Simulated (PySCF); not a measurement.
FH7N2Si2, SMILES N[SiH2]N[SiH2]F.

Geometry optimised at PBE-D3(BJ)/def2-SVP. This is a generated structure with no PubChem entry under its InChIKey; it may be hypothetical. The values are those of a single conformer.

Two levels are set side by side: TDA-PBE/def2-SVPD (PySCF) and TDA-B3LYP/def2-SVPD (PySCF). Vertical, same geometry. The lowest singlet is HOMO→LUMO 96 % with PBE and HOMO→LUMO 94 % with the other functional; states are paired by order. Differences are taken from unrounded values.

```csv
quantity,TDA-B3LYP
lowest singlet excitation (eV),6.25
lowest triplet excitation (TDA) (eV),5.87
first bright state (f over 0.05) (eV),6.25
its oscillator strength,0.06
```

Problem. What does TDA-PBE give, and how far is it from TDA-B3LYP? (An estimate is asked for; the answer gives what the named calculation found.)

Solution. 
```
quantity                               TDA-PBE  TDA-PBE minus TDA-B3LYP
-------------------------------------  -------  -----------------------
lowest singlet excitation (eV)            5.70                    -0.55
lowest triplet excitation (TDA) (eV)      5.37                    -0.49
first bright state (f over 0.05) (eV)     6.10                    -0.15
its oscillator strength                   0.05                    -0.01
```

A lower first singlet is the usual sign of a functional without exact exchange. Differences between two approximate levels are no errors against the true value.

Rough cost on one machine, each run with all the roots and properties that it gave: TDA-B3LYP against TDA-PBE about 2 times.
